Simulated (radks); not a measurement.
The bismuth ion Bi34+, configuration [Kr] 4d10 4f3.

Calculated with a radial shooting solver on a logarithmic mesh with Libxc functionals: Dirac Kohn-Sham, BLYP, spin-unpolarised, spherical densities, finite nucleus; open shells fill j = l - 1/2 first; Fermi nuclear charge, rms radius 5.5211 fm.

Energy parts (hartree):
part                       energy
total                 -20956.9053
kinetic                24580.2359
electron-nucleus      -50734.5832
Hartree                 5544.8653
exchange-correlation    -347.4233

Orbitals (lengths in bohr, moments of r in powers of bohr):
| orbital | occ. | eigenvalue (hartree) | <r^2> | small-component weight |
|---|---|---|---|---|
| 1s1/2 | 2 | -3371.734 | 0.0003464 | 1.00e-01 |
| 2s1/2 | 2 | -644.2978 | 0.005191 | 2.32e-02 |
| 2p1/2 | 2 | -621.1630 | 0.003644 | 2.33e-02 |
| 2p3/2 | 4 | -535.9275 | 0.004824 | 2.05e-02 |
| 3s1/2 | 2 | -191.2798 | 0.03335 | 7.89e-03 |
| 3p1/2 | 2 | -180.8385 | 0.03024 | 7.84e-03 |
| 3p3/2 | 4 | -161.5838 | 0.03636 | 7.02e-03 |
| 3d3/2 | 4 | -144.4529 | 0.02766 | 6.88e-03 |
| 3d5/2 | 6 | -140.3713 | 0.02930 | 6.67e-03 |
| 4s1/2 | 2 | -76.35295 | 0.1452 | 3.06e-03 |
| 4p1/2 | 2 | -71.77143 | 0.1444 | 2.99e-03 |
| 4p3/2 | 4 | -66.28600 | 0.1671 | 2.71e-03 |
| 4d3/2 | 4 | -58.86311 | 0.1626 | 2.55e-03 |
| 4d5/2 | 6 | -57.75425 | 0.1692 | 2.48e-03 |
| 4f5/2 | 3 | -48.54278 | 0.1479 | 2.20e-03 |
| 4f7/2 | 0 | -48.23751 | 0.1505 | 2.18e-03 |

The highest occupied level is 4f5/2 at -1320.9 eV. The density falls to 0.001 e/bohr^3 at r = 1.10 bohr. The electron density at the nucleus is 2.968e+06 e/bohr^3. For comparison, the ionisation energy in NIST's Atomic Spectra Database is 1380 eV (theoretical). In exact Kohn-Sham theory the highest level is minus the ionisation energy, but local and semilocal functionals leave it too shallow, through self-interaction and a potential that decays too fast; potentials with the right tail come closer. Summed over all electrons, <r^2> = 3.953 bohr^2, which gives a Langevin (diamagnetic) susceptibility term of -3.13 x 10^-6 cm^3/mol.

Beside tabulated values, note that spin-unpolarised runs miss the spin-polarisation part of the exchange energy of open shells.
